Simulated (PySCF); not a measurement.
sulfur hexafluoride cation (F₆S), SMILES FS(F)(F)(F)(F)F (connectivity only; charge and spin as stated), charge +1, multiplicity 2. Atoms are numbered in the order given.

```xyz
7

F      0.0000    -1.5910     0.0000
S      0.0000     0.0000     0.0000
F      1.5910     0.0000     0.0000
F      0.0000     0.0000     1.5910
F     -1.5910     0.0000     0.0000
F      0.0000     0.0000    -1.5910
F      0.0000     1.5910     0.0000
```
Charge +1, spin multiplicity 2.

Geometry: TPSSh-D3(BJ)/def2-SVP. The multiplicity is an assumed one; no other spin state was optimised.

These are TPSSh-D3(BJ)/def2-SVP (PySCF 2.14.0) values and carry that method's errors.

Frequencies are harmonic and unscaled.

Modes within 1.5 cm⁻¹ of each other (mostly degenerate sets) share a row, with their intensities summed.

```tsv
mode	ν (cm⁻¹)	IR (km/mol)	moving atoms (share of kinetic energy)
1–2	275	0.1	F 100 %
3	314	0.0	F 100 %
4	317	5.9	S 57 %, F 43 %
5–6	329	2.3	S 55 %, F 45 %
7–9	449	0.0	F 100 %
10–11	506	0.0	F 100 %
12	746	0.0	F 100 %
13	751	5.1	F 79 %, S 21 %
14–15	763	3.0	F 77 %, S 23 %
```
